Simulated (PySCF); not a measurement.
SnOF2, SMILES [O]=[Sn]([F])[F]. Geometry optimised at B3LYP-D3(BJ)/def2-SVP. The def2 effective core potentials stand for the cores of Sn; spin–orbit coupling is left out.

Task: Give the equilibrium geometry at B3LYP-D3(BJ)/def2-SVP (PySCF confirms it by a frequency run) as a Z-matrix, and its point group. (Estimate from the structure and the level; the computed values follow.)

Result: point group C2v.
```
Sn
O 1 1.8450
F 1 1.9276 2 131.29
F 1 1.9276 2 131.29 3 180.00
```
